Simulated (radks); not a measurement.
All-electron atom: the ruthenium ion Ru43+ in 1s1. Calculated with a radial shooting solver on a logarithmic mesh with Libxc functionals: Dirac Kohn-Sham, PBEsol, spin-unpolarised, spherical densities, point nucleus. Some entries of the table are withheld. Estimate them.

orbital  occ.  eigenvalue (hartree)  <r^2> (bohr^2)  <r> (bohr)
1s1/2       1             -979.8730             (1)         (2)
2s1/2       0                   (3)         0.02052         (4)
2p1/2       0             -242.0330         0.01457      0.1097
2p3/2       0             -235.5903         0.01556      0.1137

Answer. 
(1) 1s1/2 <r^2> (bohr^2): 0.001463
(2) 1s1/2 <r> (bohr): 0.03297
(3) 2s1/2 eigenvalue (hartree): -243.0764
(4) 2s1/2 <r> (bohr): 0.1322
